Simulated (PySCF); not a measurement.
Planning a geometry optimisation on `CC(=O)[CH]C(C)=O` [radical].

Method: PBE0-D3(BJ)/def2-SVP geometry optimisation, gas phase (PySCF 2.14.0). Work: geometry optimisation from a GFN2-xTB start, density fitting, unrestricted. A driver script takes a list of jobs; this job's settings line and coordinates (Å) are shown.

Input:
```
{"job": {"xc": "PBE0", "basis": "def2-SVP", "d3": "d3bj", "grid": 1, "kind": "geom"}, "charge": 0, "multiplicity": 2}
C     -2.308300     0.309050    -0.249910
C     -0.795300     0.319020    -0.440300
O     -0.267420     1.240970    -1.041820
C     -0.129430    -0.755540     0.218820
C      1.291770    -0.845520     0.451650
C      2.148300     0.343180     0.137750
O      1.744700    -1.924870     0.805680
H     -2.589640     1.195660     0.314790
H     -2.771100     0.381180    -1.232380
H     -2.660640    -0.578650     0.262650
H     -0.702960    -1.613380     0.534680
H      3.196450     0.078500     0.246560
H      1.894030     1.158950     0.811780
H      1.948200     0.690520    -0.874230
```

Hardware: Arm Neoverse V1, one thread, on a shared host.

The basis has 133 functions.

**Question.** Estimate the wall time.

**Answer.** About 4.9 min. The run took 26 energy-and-gradient evaluations and 262 SCF cycles, 11 s an evaluation on average.

The output:
```
step   0  E = -344.50027014  max force = 0.033537
step   1  E = -344.50257383  max force = 0.018216
step   2  E = -344.50382889  max force = 0.011124
step   3  E = -344.50508700  max force = 0.004849
step   4  E = -344.50521199  max force = 0.004151
step   5  E = -344.50552219  max force = 0.001074
step   6  E = -344.50558549  max force = 0.001575
step   7  E = -344.50565484  max force = 0.000952
step   8  E = -344.50567541  max force = 0.000745
step   9  E = -344.50569175  max force = 0.000246
... (6 lines left out)
step  16  E = -344.50596035  max force = 0.001127
step  17  E = -344.50616560  max force = 0.003369
step  18  E = -344.50591677  max force = 0.005171
step  19  E = -344.50626694  max force = 0.003518
step  20  E = -344.50638357  max force = 0.001324
step  21  E = -344.50643564  max force = 0.000762
step  22  E = -344.50647089  max force = 0.000934
step  23  E = -344.50648131  max force = 0.001506
step  24  E = -344.50649332  max force = 0.000879
step  25  E = -344.50650642  max force = 0.000218
optimisation converged
```

Energies in Eh; «max force» is the largest Cartesian gradient component in Eh/bohr.

The host was shared with other jobs, so the times are rough.

The run converged: final energy -344.50651 Eh after 25 steps; dipole 2.33 D.
